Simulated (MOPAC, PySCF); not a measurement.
C4H6BN, SMILES `Bc1cc[nH]c1`, neutral singlet in the gas phase. 

Cartesian coordinates (Å):
SMILES: c1c(cc[nH]1)B
```xyz
12

B      2.1243     0.0888     0.1652
C      0.6190     0.0497     0.0569
C     -0.3462     1.0719     0.3740
C     -1.5929     0.5836     0.1161
N     -1.4422    -0.7114    -0.3525
C     -0.1306    -1.0379    -0.3912
H      2.6857     1.0656     0.5608
H      2.7714    -0.8663    -0.1469
H     -0.1182     2.0551     0.7511
H     -2.5701     1.0234     0.2175
H     -2.1989    -1.3156    -0.6227
H      0.1987    -2.0068    -0.7283
```
Charge 0, spin multiplicity 1.

All levels are single points at this geometry (B3LYP-D3(BJ)/def2-TZVP); Pople sets use spherical d functions. Orbital energies aren't observables, and empty levels follow the basis.

M06-2X/6-31G* in PySCF gives HOMO (eV) = -7.42.

Estimate the HOMO (eV) from each of these levels: B3LYP-D3(BJ)/def2-TZVP in PySCF; B3LYP/3-21G in PySCF; B3LYP/6-311+G** in PySCF; B3LYP/6-31G* in PySCF; PBE/6-31G* in PySCF; SVWN5/6-31G* in PySCF; HF/3-21G in PySCF; HF/6-31G* in PySCF; HF/STO-3G in PySCF; AM1 in MOPAC; PM3 in MOPAC; PM7 in MOPAC.


```
level                            HOMO (eV)
-------------------------------  ---------
B3LYP-D3(BJ)/def2-TZVP in PySCF      -6.43
B3LYP/3-21G in PySCF                 -6.20
B3LYP/6-311+G** in PySCF             -6.46
B3LYP/6-31G* in PySCF                -6.08
PBE/6-31G* in PySCF                  -5.34
SVWN5/6-31G* in PySCF                -5.51
HF/3-21G in PySCF                    -8.45
HF/6-31G* in PySCF                   -8.27
HF/STO-3G in PySCF                   -6.73
AM1 in MOPAC                         -9.02
PM3 in MOPAC                         -9.49
PM7 in MOPAC                         -9.29
```
